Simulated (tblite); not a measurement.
A geometry optimisation, step by step.

Species: C₆H₁₃Ga.
Numbering: `[CH3:1][C@@H:2]1[CH2:3][CH2:4][GaH:5][C@H:6]1[CH3:7]` (hydrogens: H8, H9, H10 on C1; H11 on C2; H12, H13 on C3; H14, H15 on C4; H16 on Ga5; H17 on C6; H18, H19, H20 on C7)

Computed with GFN2-xTB (tblite), gas phase: L-BFGS steps from a force-field or distance-geometry start until the largest atomic force falls under 0.01 eV/Å. 4 of its 154 geometries are shown.

Step 0: E = -560.0891 eV, largest atomic force 2.839 eV/Å
```
atom  x, y, z in Å  |  force x, y, z in eV/Å
C1      0.343   -1.894   -0.149   -0.053  -0.199   0.335
C2      0.044   -0.470   -0.634   -1.029  -1.940  -1.008
C3      1.333    0.213   -0.895    2.231  -0.865  -1.528
C4      1.784    1.036    0.253   -0.128   2.404   0.890
Ga5    -0.019    2.101    0.119    0.801  -0.010   0.709
C6     -0.835    0.297    0.281    0.030   0.557   1.370
C7     -2.299    0.030    0.135   -1.106   0.067   0.196
H8      0.781   -2.456   -0.984   -0.073  -0.009   0.369
H9     -0.583   -2.401    0.178    0.561   0.203  -0.049
H10     1.074   -1.835    0.681   -0.546  -0.267  -0.381
H11    -0.491   -0.594   -1.601    0.117   0.095   0.246
H12     1.275    0.778   -1.859    0.094   0.109   0.535
H13     2.100   -0.568   -1.056   -0.113   0.055  -0.383
H14     2.641    1.690    0.035    0.201  -0.658   0.117
H15     1.893    0.463    1.192    0.237   0.280  -0.532
H16    -0.605    3.505    0.253   -0.333   0.989  -0.076
H17    -0.481    0.140    1.337   -0.335  -0.452  -0.491
H18    -2.453   -0.880   -0.472   -0.310   0.438   0.425
H19    -2.771   -0.056    1.141    0.098  -0.129  -0.835
H20    -2.737    0.913   -0.370   -0.345  -0.668   0.091
```

Step 51: E = -560.9781 eV, largest atomic force 0.099 eV/Å
```
atom  x, y, z in Å  |  force x, y, z in eV/Å
C1      0.358   -1.963   -0.122    0.004   0.021   0.020
C2      0.046   -0.541   -0.590   -0.010   0.017   0.003
C3      1.368    0.222   -0.936   -0.020   0.004  -0.013
C4      1.849    1.241    0.108   -0.040  -0.002   0.033
Ga5     0.025    2.041    0.558   -0.037  -0.023   0.022
C6     -0.867    0.183    0.424   -0.018  -0.004  -0.033
C7     -2.347    0.097    0.046   -0.005   0.019  -0.015
H8      0.940   -2.503   -0.868   -0.017   0.034  -0.010
H9     -0.564   -2.514    0.050   -0.002   0.005   0.026
H10     0.926   -1.941    0.806    0.022   0.007   0.029
H11    -0.509   -0.621   -1.532   -0.007  -0.039  -0.008
H12     1.199    0.771   -1.869   -0.021   0.005  -0.063
H13     2.137   -0.526   -1.139    0.056  -0.002   0.006
H14     2.640    1.864   -0.312    0.027  -0.016   0.014
H15     2.247    0.722    0.985    0.094  -0.028   0.012
H16    -0.562    3.540    0.724    0.003  -0.008   0.019
H17    -0.734   -0.303    1.404   -0.004   0.004  -0.040
H18    -2.680   -0.943   -0.022    0.019   0.078   0.012
H19    -2.960    0.607    0.792    0.012  -0.032  -0.026
H20    -2.517    0.579   -0.918   -0.058  -0.041   0.013
```

Step 102: E = -561.1997 eV, largest atomic force 0.399 eV/Å
```
atom  x, y, z in Å  |  force x, y, z in eV/Å
C1      0.741   -1.701    0.394   -0.004  -0.125  -0.028
C2     -0.040   -0.734   -0.477    0.024   0.068   0.123
C3      0.953    0.233   -1.168    0.048  -0.199   0.026
C4      1.787    1.045   -0.165   -0.385  -0.081  -0.069
Ga5     0.190    1.523    1.043    0.067   0.007   0.001
C6     -1.068    0.026    0.378    0.150   0.041   0.015
C7     -2.305    0.404   -0.432   -0.160   0.104  -0.073
H8      1.527   -2.166   -0.197    0.052  -0.098   0.128
H9      0.090   -2.472    0.800    0.021  -0.057  -0.022
H10     1.183   -1.153    1.227    0.072  -0.036   0.137
H11    -0.548   -1.309   -1.253   -0.077  -0.018  -0.151
H12     0.378    0.924   -1.785   -0.072   0.060  -0.172
H13     1.596   -0.365   -1.819    0.010   0.060  -0.098
H14     2.332    1.826   -0.686    0.025   0.260  -0.041
H15     2.520    0.395    0.302    0.223  -0.058   0.164
H16    -0.095    2.660    2.143    0.030   0.099   0.072
H17    -1.383   -0.618    1.210   -0.076  -0.018  -0.053
H18    -2.885   -0.487   -0.683    0.011   0.016  -0.024
H19    -2.958    1.084    0.119    0.056  -0.029   0.033
H20    -2.019    0.896   -1.364   -0.016   0.005   0.034
```

Step 153: E = -561.2671 eV, largest atomic force 0.007 eV/Å
```
atom  x, y, z in Å  |  force x, y, z in eV/Å
C1      0.756   -1.729    0.462    0.001   0.002  -0.003
C2     -0.035   -0.798   -0.450    0.000   0.001  -0.003
C3      0.922    0.167   -1.196    0.003  -0.001   0.000
C4      1.679    1.112   -0.252   -0.002   0.000   0.002
Ga5     0.189    1.427    1.124   -0.001   0.001   0.004
C6     -1.076   -0.029    0.380    0.001   0.000   0.004
C7     -2.238    0.499   -0.467   -0.001   0.003   0.003
H8      1.577   -2.200   -0.076    0.000  -0.004  -0.001
H9      0.115   -2.510    0.866    0.002   0.002   0.000
H10     1.169   -1.159    1.303    0.004  -0.002  -0.001
H11    -0.540   -1.403   -1.213    0.001  -0.005  -0.002
H12     0.321    0.761   -1.891   -0.002  -0.002   0.003
H13     1.615   -0.430   -1.796   -0.003  -0.003  -0.001
H14     2.029    1.994   -0.795   -0.001   0.002  -0.001
H15     2.565    0.620    0.160    0.000   0.000   0.004
H16     0.043    2.497    2.330   -0.001   0.002  -0.002
H17    -1.493   -0.708    1.133    0.000  -0.002   0.001
H18    -2.781   -0.323   -0.937   -0.001  -0.003   0.000
H19    -2.938    1.058    0.157   -0.001   0.003  -0.003
H20    -1.883    1.165   -1.254   -0.001   0.006  -0.004
```

Question: Summarise the path.

Answer: The energy falls by 27.17 kcal/mol from step 0 to step 153; nine tenths of that is first reached at step 98. It falls at every step. The largest force goes from 2.839 to 0.007 eV/Å. Among the bonds Ga5–H16 changes most, from 1.527 to 1.619 Å; the atoms move by 1.096 Å rms after alignment.

Question: Follow the three bonds and two angles with the largest change from start to end.

Answer: 
```csv
step,E above end (kcal/mol),largest force (eV/Å),Ga5–H16 (Å),Ga5–C6 (Å),C2–C3 (Å),Ga5–C6–H17 (°),C4–Ga5–C6 (°)
0,27.17,2.839,1.527,1.987,1.482,94.3,83.5
7,11.16,0.272,1.621,2.062,1.557,98.7,85.2
13,9.98,0.236,1.642,2.074,1.560,100.9,87.4
20,9.14,0.171,1.613,2.055,1.562,104.1,89.4
27,8.47,0.113,1.607,2.060,1.565,105.2,90.3
33,8.06,0.137,1.625,2.063,1.561,104.4,90.8
40,7.48,0.148,1.614,2.065,1.566,106.2,92.1
47,6.86,0.111,1.615,2.059,1.568,106.5,91.7
53,6.62,0.076,1.619,2.067,1.564,106.6,90.9
60,6.48,0.086,1.616,2.060,1.566,105.8,91.3
67,6.35,0.049,1.615,2.055,1.567,104.7,92.0
73,6.22,0.105,1.622,2.066,1.562,103.5,91.9
80,5.76,0.141,1.624,2.078,1.558,102.0,92.4
86,5.40,0.100,1.620,2.069,1.555,102.0,92.9
93,4.51,0.319,1.624,2.061,1.554,106.1,94.8
100,1.96,0.252,1.620,2.084,1.550,109.4,95.9
106,1.03,0.174,1.604,2.059,1.550,112.5,96.2
113,0.34,0.104,1.619,2.070,1.548,115.2,95.6
120,0.21,0.035,1.618,2.069,1.550,114.7,95.7
126,0.13,0.069,1.620,2.069,1.551,114.2,95.7
133,0.03,0.038,1.619,2.067,1.550,114.9,95.4
140,0.01,0.021,1.620,2.068,1.550,115.0,95.5
146,0.00,0.011,1.619,2.068,1.550,114.9,95.4
153,0.00,0.007,1.619,2.067,1.551,114.9,95.5
```

The cost below is that of the whole relaxation. Hardware: one thread, Arm Neoverse N1 (aarch64) (shared host). Cost: 1.9 s wall.
